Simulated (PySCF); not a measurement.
PySCF input (TPSSh/def2-TZVPD):

```python
from pyscf import gto, scf, dft

mol = gto.M(
    atom='''
    B    -0.71003125    0.07546853   -0.03452717
    O     0.63419432    0.01457283    0.08808635
    H    -1.30224394   -0.74213500   -0.67821064
    H    -1.25992586    0.97291974    0.52460695
    H     1.03877147   -0.72471000   -0.37845126
    ''',
    basis='def2-tzvpd',
    charge=0,
    spin=0,
    verbose=4,
)

mf = dft.RKS(mol, xc='tpssh').density_fit(auxbasis='def2-universal-jkfit')
mf.grids.level = 3
mf.conv_tol = 1e-9
mf.max_cycle = 100
mf.max_memory = 1500
mf.kernel()
if not mf.converged:
    mf = mf.newton()
    mf.kernel(mf.make_rdm1())
mf.analyze()
```

End of the output:

```
Extra cycle  E= -101.956498265671  delta_E= -4.55e-13  |g|= 1.6e-06  |ddm|= 2.15e-06
converged SCF energy = -101.956498265671
**** SCF Summaries ****
Total Energy =                        -101.956498265670646
Nuclear Repulsion Energy =              30.362094639669223
One-electron Energy =                 -198.343386909204213
Two-electron Energy =                   66.024794003864329
Two-electron Coulomb Energy =           79.824027808386987
DFT Exchange-Correlation Energy =      -13.799233804522663
HOMO-LUMO gap [eV] =                     7.349549212051366
**** MO energy ****
MO #1   energy= -19.086135149556   occ= 2
MO #2   energy= -6.71217303645182  occ= 2
MO #3   energy= -1.01971898344726  occ= 2
MO #4   energy= -0.558573533319183 occ= 2
MO #5   energy= -0.446078500321942 occ= 2
MO #6   energy= -0.387469749114601 occ= 2
MO #7   energy= -0.3588090564004   occ= 2
MO #8   energy= -0.301744647471189 occ= 2
MO #9   energy= -0.031653693388602 occ= 0
MO #10  energy= -0.00720662845164455 occ= 0
MO #11  energy= 0.0333290133474762 occ= 0
MO #12  energy= 0.0568817623285472 occ= 0
MO #13  energy= 0.0744645936069913 occ= 0
MO #14  energy= 0.0823285931118877 occ= 0
MO #15  energy= 0.0980358576178257 occ= 0
MO #16  energy= 0.10629018668717   occ= 0
MO #17  energy= 0.113034798428124  occ= 0
MO #18  energy= 0.144222579821109  occ= 0
MO #19  energy= 0.151688782407597  occ= 0
MO #20  energy= 0.172500758727561  occ= 0
MO #21  energy= 0.182665668168405  occ= 0
MO #22  energy= 0.220695960097675  occ= 0
MO #23  energy= 0.234055874126874  occ= 0
MO #24  energy= 0.234081336558706  occ= 0
MO #25  energy= 0.250002009944259  occ= 0
MO #26  energy= 0.258574993347839  occ= 0
MO #27  energy= 0.266718243045762  occ= 0
MO #28  energy= 0.276784700157793  occ= 0
MO #29  energy= 0.292052989737607  occ= 0
MO #30  energy= 0.302214374677516  occ= 0
MO #31  energy= 0.324889416493057  occ= 0
MO #32  energy= 0.327418446546777  occ= 0
MO #33  energy= 0.350546151099596  occ= 0
MO #34  energy= 0.395497958612154  occ= 0
MO #35  energy= 0.428464640186823  occ= 0
MO #36  energy= 0.441771496838752  occ= 0
MO #37  energy= 0.46601162232597   occ= 0
MO #38  energy= 0.470984056413854  occ= 0
MO #39  energy= 0.515712594713558  occ= 0
MO #40  energy= 0.527837925679664  occ= 0
MO #41  energy= 0.531717633168703  occ= 0
MO #42  energy= 0.602252621815648  occ= 0
MO #43  energy= 0.640342525927796  occ= 0
MO #44  energy= 0.673790059153678  occ= 0
MO #45  energy= 0.694154194103483  occ= 0
MO #46  energy= 0.71657663305875   occ= 0
MO #47  energy= 0.757351541894951  occ= 0
MO #48  energy= 0.760704335322582  occ= 0
MO #49  energy= 0.834962488136895  occ= 0
MO #50  energy= 0.897038399588734  occ= 0
MO #51  energy= 0.920032389228577  occ= 0
MO #52  energy= 0.971695420616616  occ= 0
MO #53  energy= 1.04541709156867   occ= 0
MO #54  energy= 1.07249542775602   occ= 0
MO #55  energy= 1.08874906509367   occ= 0
MO #56  energy= 1.24426698234262   occ= 0
MO #57  energy= 1.29919035877773   occ= 0
MO #58  energy= 1.50874895304744   occ= 0
MO #59  energy= 1.52529872604434   occ= 0
MO #60  energy= 1.55522071474795   occ= 0
MO #61  energy= 1.62088387822066   occ= 0
MO #62  energy= 1.68045617674831   occ= 0
MO #63  energy= 1.70056948560007   occ= 0
MO #64  energy= 1.87975535005341   occ= 0
MO #65  energy= 1.8813035455241    occ= 0
MO #66  energy= 1.91624893928826   occ= 0
MO #67  energy= 1.92099422421837   occ= 0
MO #68  energy= 1.99373975432201   occ= 0
MO #69  energy= 2.03789987552848   occ= 0
MO #70  energy= 2.0572012934142    occ= 0
MO #71  energy= 2.06006490384981   occ= 0
MO #72  energy= 2.20645978278698   occ= 0
MO #73  energy= 2.23585561658835   occ= 0
MO #74  energy= 2.28374498361321   occ= 0
MO #75  energy= 2.384049031964     occ= 0
MO #76  energy= 2.44374343155318   occ= 0
MO #77  energy= 2.45820392009194   occ= 0
MO #78  energy= 2.53020057673489   occ= 0
MO #79  energy= 2.61949381941136   occ= 0
MO #80  energy= 2.68613938072781   occ= 0
MO #81  energy= 2.82388897219118   occ= 0
MO #82  energy= 2.98789010637531   occ= 0
MO #83  energy= 3.00903524134158   occ= 0
MO #84  energy= 3.12856621995205   occ= 0
MO #85  energy= 3.14083337955863   occ= 0
MO #86  energy= 3.19988809013934   occ= 0
MO #87  energy= 3.4733904200276    occ= 0
MO #88  energy= 3.57738901955654   occ= 0
MO #89  energy= 3.73189370943546   occ= 0
MO #90  energy= 4.09142024340145   occ= 0
MO #91  energy= 5.25939519880994   occ= 0
MO #92  energy= 5.36457855889449   occ= 0
MO #93  energy= 5.49446109719322   occ= 0
MO #94  energy= 5.60569812727492   occ= 0
MO #95  energy= 5.64786172997927   occ= 0
MO #96  energy= 5.88329598698085   occ= 0
MO #97  energy= 6.32302071078986   occ= 0
MO #98  energy= 6.47264502120035   occ= 0
MO #99  energy= 6.67444755235828   occ= 0
MO #100 energy= 6.71381581132658   occ= 0
MO #101 energy= 6.98328302836521   occ= 0
MO #102 energy= 7.2128157452258    occ= 0
MO #103 energy= 15.0608333574272   occ= 0
MO #104 energy= 43.9487718488823   occ= 0
 ** Mulliken pop on meta-lowdin orthogonal AOs  **
 ** Mulliken pop  **
pop of  0 B 1s            1.99980
pop of  0 B 2s            0.86453
pop of  0 B 3s            0.00486
pop of  0 B 4s            0.00028
pop of  0 B 5s            0.00051
pop of  0 B 6s            0.00005
pop of  0 B 2px           0.65913
pop of  0 B 2py           0.76642
pop of  0 B 2pz           0.52105
pop of  0 B 3px           0.00967
pop of  0 B 3py           0.00590
pop of  0 B 3pz           0.00381
pop of  0 B 4px           0.00288
pop of  0 B 4py           0.00020
pop of  0 B 4pz           0.00011
pop of  0 B 3dxy          0.00295
pop of  0 B 3dyz          0.00133
pop of  0 B 3dz^2         0.00053
pop of  0 B 3dxz          0.00304
pop of  0 B 3dx2-y2       0.00198
pop of  0 B 4dxy          0.00038
pop of  0 B 4dyz          0.00029
pop of  0 B 4dz^2         0.00005
pop of  0 B 4dxz          0.00022
pop of  0 B 4dx2-y2       0.00009
pop of  0 B 5dxy          0.00031
pop of  0 B 5dyz          0.00009
pop of  0 B 5dz^2         0.00026
pop of  0 B 5dxz          0.00008
pop of  0 B 5dx2-y2       0.00059
pop of  0 B 4f-3          0.00018
pop of  0 B 4f-2          0.00035
pop of  0 B 4f-1          0.00005
pop of  0 B 4f+0          0.00032
pop of  0 B 4f+1          0.00016
pop of  0 B 4f+2          0.00010
pop of  0 B 4f+3          0.00042
pop of  1 O 1s            1.99997
pop of  1 O 2s            1.57462
pop of  1 O 3s            0.00307
pop of  1 O 4s            0.00104
pop of  1 O 5s            0.00022
pop of  1 O 6s            0.00019
pop of  1 O 2px           1.57591
pop of  1 O 2py           1.60228
pop of  1 O 2pz           1.67945
pop of  1 O 3px           0.00316
pop of  1 O 3py           0.00373
pop of  1 O 3pz           0.00180
pop of  1 O 4px           0.00035
pop of  1 O 4py           0.00082
pop of  1 O 4pz           0.00073
pop of  1 O 5px           0.00097
pop of  1 O 5py           0.00024
pop of  1 O 5pz           0.00028
pop of  1 O 3dxy          0.00113
pop of  1 O 3dyz          0.00357
pop of  1 O 3dz^2         0.00227
pop of  1 O 3dxz          0.00111
pop of  1 O 3dx2-y2       0.00366
pop of  1 O 4dxy          0.00011
pop of  1 O 4dyz          0.00047
pop of  1 O 4dz^2         0.00050
pop of  1 O 4dxz          0.00009
pop of  1 O 4dx2-y2       0.00057
pop of  1 O 5dxy          0.00034
pop of  1 O 5dyz          0.00017
pop of  1 O 5dz^2         0.00009
pop of  1 O 5dxz          0.00034
pop of  1 O 5dx2-y2       0.00011
pop of  1 O 4f-3          0.00008
pop of  1 O 4f-2          0.00020
pop of  1 O 4f-1          0.00006
pop of  1 O 4f+0          0.00021
pop of  1 O 4f+1          0.00018
pop of  1 O 4f+2          0.00009
pop of  1 O 4f+3          0.00049
pop of  2 H 1s            1.01851
pop of  2 H 2s            0.00418
pop of  2 H 3s            0.00088
pop of  2 H 2px           0.00108
pop of  2 H 2py           0.00062
pop of  2 H 2pz           0.00041
pop of  2 H 3px           0.00082
pop of  2 H 3py           0.00049
pop of  2 H 3pz           0.00026
pop of  3 H 1s            0.99878
pop of  3 H 2s            0.00491
pop of  3 H 3s            0.00092
pop of  3 H 2px           0.00100
pop of  3 H 2py           0.00086
pop of  3 H 2pz           0.00045
pop of  3 H 3px           0.00159
pop of  3 H 3py           0.00043
pop of  3 H 3pz           0.00040
pop of  4 H 1s            0.62651
pop of  4 H 2s            0.00734
pop of  4 H 3s            0.00613
pop of  4 H 2px           0.00120
pop of  4 H 2py           0.00143
pop of  4 H 2pz           0.00143
pop of  4 H 3px           0.00083
pop of  4 H 3py           0.00054
pop of  4 H 3pz           0.00035
 ** Mulliken atomic charges  **
charge of    0B =      0.14701
charge of    1O =     -0.46465
charge of    2H =     -0.02724
charge of    3H =     -0.00935
charge of    4H =      0.35423
Dipole moment(X, Y, Z, Debye):  0.51808, -1.20947, -0.78092
```
